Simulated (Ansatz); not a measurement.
A search over several starts for the lowest SCF solution of Ge3Sb2⁻ at the given spin, in a small basis.

```yaml
crystal:
  periodic: [false, false, false]
  atoms:
    - {symbol: Sb, position_ang: [-1.909620, -0.638533, -0.311676]}
    - {symbol: Sb, position_ang: [1.914760, 0.194173, 0.668956]}
    - {symbol: Ge, position_ang: [-0.537384, 0.591389, 1.593574]}
    - {symbol: Ge, position_ang: [-0.014746, 1.274794, -1.024987]}
    - {symbol: Ge, position_ang: [0.546990, -1.421824, -0.925868]}
basis:
  gaussian: {orbitals: def2-SVP, initial_orbitals: start.molden}
total_charge: -1
magnetization: {spin_polarized: true, initial_magnetization: 1}
hamiltonian: {xc: pbe, dispersion: d4}
output: {orbitals: {seedname: orbitals}}
```

The file start.molden holds the orbitals of an earlier run on this structure, at another level or in another basis.

```sh
$ ansatz run in.yaml --threads 4 --pin off --events-out ev --progress --plain --max-ram 4787MiB
```

Shortened log:

```
Functional definition: PBE
1685 factors; their error is unknown
mean field evaluation 1: about -182537.9244 eV, gradient 2.5e2 eV
mean field evaluation 2: about -182551.0962 eV, gradient 2.4e1 eV
mean field evaluation 4: about -182572.9623 eV, gradient 1.2e1 eV
mean field evaluation 8: about -182588.3209 eV, gradient 1.4e-1 eV
mean field evaluation 16: about -182588.2012 eV, gradient 3.9e0 eV
mean field evaluation 32: about -182586.4489 eV, gradient 5.8e0 eV
mean field evaluation 64: about -182587.7747 eV, gradient 1.6e0 eV
mean field -182588.22013170 eV, -6709.9933270993 hartree, gradient 1.7e-5 eV, S^2 0.752764; 3 other end points of the search recorded, 0 dependent functions left out
reference -182588.22016509 eV, -6709.9933283262 hartree; 72, 71 occupied and 76, 77 virtual orbitals, 1685 factors
Total energy: -182588.65083219 eV, -6710.0091550502 hartree
```

Hardware: 4 threads of Arm Neoverse V1 on a shared host. Wall time 15 s.

In the def2 sets Sb takes a core potential; there is no spin–orbit coupling. The highest occupied level of the charge -1 doublet lies above zero (up to 0.21 eV). The electron is either unbound and held by the finite basis, or the level is raised by self-interaction error. The structure comes from a short search, and lower isomers may exist.
